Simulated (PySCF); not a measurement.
Ligands exchanged one at a time, Ge F-Cl. Isolated molecules, 0 K electronic values unless said otherwise. Strings in code marks are SMILES.

All values below come from PBE-D3(BJ)/def2-TZVP // B3LYP-D3(BJ)/def2-TZVP run with PySCF. All candidates: neutral, multiplicity 1. Excitations are Tamm–Dancoff values on a coarser integration grid. The basis has no diffuse functions, so Rydberg states are missing or too high.

```yaml
S1 excitation (TDA): 4.93 eV
dipole_moment: 0.00 D
HOMO: -8.20 eV
```

Problem. Say which member has these values.
(A) `[Cl][Ge]([Cl])([Cl])[Cl]`
(B) `[F][Ge]([F])([F])[Cl]`
(C) `[F][Ge]([F])([F])[F]`
(D) `[F][Ge]([Cl])([Cl])[Cl]`

Solution. A, `[Cl][Ge]([Cl])([Cl])[Cl]`. The others give `[F][Ge]([F])([F])[Cl]`: 6.25 eV, 1.16 D, -9.09 eV; `[F][Ge]([Cl])([Cl])[Cl]`: 5.24 eV, 0.86 D, -8.35 eV; `[F][Ge]([F])([F])[F]`: 7.58 eV, 0.00 D, -10.48 eV
